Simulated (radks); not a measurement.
Problem. Coulomb parameter of the 4d shell of the cadmium ion Cd2+ in the model configuration [Kr] 4d8 5p2, as a second difference U = [E(n + 0.25) + E(n - 0.25) - 2 E(n)] / (0.25)^2 with all orbitals relaxed. "Bare": the charge of the atom changes with n. "Screened": the 5p shell takes up the change at fixed total charge, which measures U(4d,4d) + U(5p,5p) - 2 U(4d,5p). Calculated with a radial shooting solver on a logarithmic mesh with Libxc functionals: Dirac Kohn-Sham, LDA (Slater exchange, Perdew-Wang correlation), spin-unpolarised, spherical densities, finite nucleus; open shells are shared between the two j in proportion to 2j + 1; Fermi nuclear charge, rms radius 4.6087 fm. Estimate both.

Solution. U(bare) = 15.142 eV, U(screened by 5p) = 3.863 eV.
